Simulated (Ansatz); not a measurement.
The first iterations of a band of H3N + H8Si3 (15 atoms, charge 0, multiplicity 1).

All numbers below come from RKS PBE0-D4/def2-SVP in Ansatz.

```yaml
movable_images: 5
climbing_image: yes
spring: 5.0 eV/Å²
optimiser: quadratic models (default)
start_path: through a guess of the saddle point
force_threshold: 0.03 eV/Å
iteration_limit: 60
end_points: relaxed
```

Image 0:

```xyz
15
Properties=species:S:1:pos:R:3
Si -0.176 0.287 0.086
H -0.431 0.307 1.561
H 1.304 0.358 -0.131
Si -1.207 2.146 -0.907
H -2.689 2.048 -0.723
H -0.727 3.431 -0.308
H -0.907 2.151 -2.374
Si -1.045 -1.686 -0.864
H -1.736 -2.514 0.171
H -2.048 -1.337 -1.919
H 0.035 -2.494 -1.507
N 1.274 -2.656 1.540
H 0.745 -3.309 0.964
H 1.790 -2.046 0.911
H 0.601 -2.078 2.038
```

Image 6:

```xyz
15
Properties=species:S:1:pos:R:3
Si 0.408 -0.457 -0.735
H -1.452 -0.992 2.874
H 1.367 -0.316 -1.889
Si -0.629 1.620 -0.401
H -1.784 1.486 0.538
H 0.341 2.603 0.179
H -1.125 2.160 -1.706
Si -1.185 -2.076 -1.317
H -2.328 -2.057 -0.354
H -1.707 -1.809 -2.693
H -0.574 -3.444 -1.299
N 1.120 -0.943 0.784
H 1.474 -1.890 0.883
H 1.717 -0.291 1.283
H -0.860 -0.986 2.391
```

| iteration | highest image above the first end (eV) | largest band force component (eV/Å) |
| --- | --- | --- |
| 1 | 4.684 | 18.995 |
| 2 | 3.267 | 3.664 |
| 3 | 2.734 | 2.853 |
| 4 | 2.255 | 1.936 |
| 5 | 1.503 | 1.560 |
| 6 | 1.424 | 1.107 |
| 7 | 1.413 | 0.945 |
| 8 | 1.151 | 0.622 |
| 9 | 1.036 | 0.694 |
| 10 | 0.880 | 0.981 |
| 11 | 1.365 | 1.365 |
| 12 | 1.578 | 1.926 |
| 13 | 1.867 | 2.019 |

Problem. Does the band converge within its limit, and where does its top end?

Solution. The forces met the threshold. It ended after 41 iterations with the highest image 1.534 eV above the first end. Neighbouring images differ by up to 1.5 eV, so the band resolves the path poorly. A vibrational analysis at the climbing image gives one clearly imaginary mode, 1132i cm⁻¹: a first-order saddle point. The orbitals stay closed-shell, which can raise the energy where a bond breaks towards radicals; this wasn't checked here.

The run took 6.3 min on 4 threads of Arm Neoverse V1, with other jobs on the host, peak memory 0.32 GiB.
